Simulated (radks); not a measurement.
Spherical quantum dot in the effective-mass picture: electrons in a well V = -V0 / (1 + exp((r - R)/a)) with V0 = 5.54, R = 9.59, a = 1, with a point charge +2 (a donor) at the centre, all in effective atomic units (hartree* = m*/eps^2 hartree, bohr* = eps/m* bohr), one dielectric constant everywhere. Calculated with a radial shooting solver with Libxc functionals: non-relativistic Kohn-Sham, PBEsol, spin-polarised, spherical densities. Levels are named by radial order and angular momentum (1s, 1p, 1d, 2s, ...), and open shells are averaged over m.

N = 12, configuration 1s2 1p6 1d(up 2, down 0) 2s2. This is the lowest configuration that the search found. Occupied and some empty levels:

level    occupation  eigenvalue (hartree*)  <r> (bohr*)
1s down           1                -4.1640       0.9945
1s up             1                -4.1636       0.9956
2s up             1                -3.8426        5.317
2s down           1                -3.8279        5.280
1p up             3                -3.8079        5.425
1p down           3                -3.7929        5.387
1d up             2                -3.7314        5.702
1d down           0                -3.7152        5.682
1f up             0                -3.6312        5.930
1f down           0                -3.6142        5.919
1g up             0                -3.5100        6.132
1g down           0                -3.4925        6.128
2p up             0                -3.4821        4.497
2p down           0                -3.4742        4.483

Energy (hartree*): total -59.7306, kinetic 4.2115, external -75.492, Hartree 14.278, exchange-correlation -2.7279.
